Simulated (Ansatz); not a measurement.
Complex (SMILES): C#N (CH-N) with [H][H] (H2), atoms 1 to 3 the first; geometry from B3LYP-D3(BJ)/def2-TZVP, monomers rigid:
```xyz
5

C      0.0824     0.0127    -0.2975
N     -0.1799    -0.1015     0.8121
H      0.3266     0.1188    -1.3306
H     -0.9999    -0.4792     4.2527
H     -0.8279    -0.3991     3.5322
```

The counterpoise-corrected interaction energy at MP2 with Ansatz (an electronic-structure program), in kcal/mol, split into its Hartree-Fock and correlation parts. Cores are frozen. No added dispersion term, no relativity. Functions are those of the species that has most. These sets lack the diffuse functions that weak bonds need.

```tsv
basis	X	functions	Hartree-Fock	MP2
cc-pVDZ	2	43	-0.12	-0.36
cc-pVTZ	3	102	-0.12	-0.46
cc-pVQZ	4	200	-0.11	-0.50
cc-pV5Z	5	347	-0.11	-0.53
```

Worked estimate of the basis-set limit from each neighbouring pair, with Hartree-Fock from the larger set and the correlation part extrapolated as X^-3.
Correlation parts: X = 2: -0.24, X = 3: -0.34, X = 4: -0.39, X = 5: -0.42.
- (2,3): (27·(-0.34) - 8·(-0.24))/19 = -0.38; with Hartree-Fock -0.12 the estimate is -0.50 kcal/mol.
- (3,4): (64·(-0.39) - 27·(-0.34))/37 = -0.43; with Hartree-Fock -0.11 the estimate is -0.54 kcal/mol.
- (4,5): (125·(-0.42) - 64·(-0.39))/61 = -0.45; with Hartree-Fock -0.11 the estimate is -0.56 kcal/mol.
The last two estimates differ by 0.02 kcal/mol; the largest set lies 0.03 from the last. Over the last step Hartree-Fock moves by 0.00 and the correlation part by -0.03.
